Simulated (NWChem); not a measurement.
# A calculation on OPb

```xyz
2

Pb     0.0000     0.0000     0.1746
O      0.0000     0.0000    -1.7900
```
Charge 0, spin multiplicity 1.

Program: NWChem. The geometry was optimised at PBE/def2-SVP with def2 effective core potentials on Pb, a minimum by its harmonic frequencies.

Static limit.

Effective core potentials replace the inner electrons of Pb; spin-orbit coupling is left out. The structure started from a generated list of species.

Give the polarisability tensor in bohr³ at BHandHLYP/def2-SVPD with def2 effective core potentials on Pb, in the frame of the coordinates, and its isotropic mean.


```
34.79   0.00   0.00
 0.00  34.79   0.00
 0.00   0.00  57.58
```
Mean (one third of the trace): 42.39 bohr³.
